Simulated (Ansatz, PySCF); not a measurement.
Compounds of Si with 4 ligands, in which F is traded for NH2. Quantity: F-Si bond dissociation enthalpy, 298 K, in kcal/mol. Geometries: B3LYP-D3(BJ)/def2-TZVP minima from Ansatz (an electronic-structure program), one conformer each, not searched for the lowest. Frequencies are from Ansatz or PySCF. Cores are frozen in the correlated levels unless marked. UHF or UKS for open shells. No spin-orbit coupling. No relativistic terms. CBS(X,Y): correlation extrapolated as X^-3; Hartree-Fock from the larger set. [CCSD(T)-MP2]/basis is that difference in the basis named. Rows marked 298 K are enthalpies with B3LYP-D3(BJ) harmonic zero-point and thermal terms. The first level has limits of its own.

| n(NH2) | species (SMILES) | RI-MP2/CBS(cc-pV(T+d)Z,cc-pV(Q+d)Z)+[CCSD(T)-MP2]/cc-pV(T+d)Z (Ansatz) | PBE/def2-TZVPD (Ansatz) | r2SCAN-D4/def2-TZVPD (Ansatz + dftd4) |
|---|---|---|---|---|
| 0 | F[Si](F)(F)F, to F[Si](F)F + F atom | 166.8 | 158.2 | 159.4 |
| 1 | N[Si](F)(F)F, to N[Si](F)F + F atom | 166.9 | 158.1 | 159.2 |
| 2 | N[Si](N)(F)F, to N[Si](N)F + F atom | ? | ? | ? |
| 3 | N[Si](N)(N)F, to N[Si](N)N + F atom | 167.4 | 158.7 | 159.8 |

Question: Fit a straight line through the known rows at each level by least squares, predict the withheld row (n(NH2) = 2), and compare with the run.

Answer: 
- The known rows have mean n(NH2) = 1.33333 and Σ(n(NH2) - mean)² = 4.6667.
- RI-MP2/CBS(cc-pV(T+d)Z,cc-pV(Q+d)Z)+[CCSD(T)-MP2]/cc-pV(T+d)Z: mean 167.033, Σ(n(NH2) - mean)(y - mean) = 0.967, slope 0.207 kcal/mol a step; the line gives 167.033 + (0.207)×(2 - 1.33333) = 167.2; the run gives 167.7, +0.5 from the line, whose largest residual on the known rows is 0.1.
- PBE/def2-TZVPD: mean 158.333, Σ(n(NH2) - mean)(y - mean) = 0.867, slope 0.186 kcal/mol a step; the line gives 158.333 + (0.186)×(2 - 1.33333) = 158.5; the run gives 159.5, +1.0 from the line, whose largest residual on the known rows is 0.2.
- r2SCAN-D4/def2-TZVPD: mean 159.467, Σ(n(NH2) - mean)(y - mean) = 0.733, slope 0.157 kcal/mol a step; the line gives 159.467 + (0.157)×(2 - 1.33333) = 159.6; the run gives 160.3, +0.7 from the line, whose largest residual on the known rows is 0.2.
- PBE minus the first level along the series: -8.6, -8.8, -8.2, -8.7 kcal/mol.
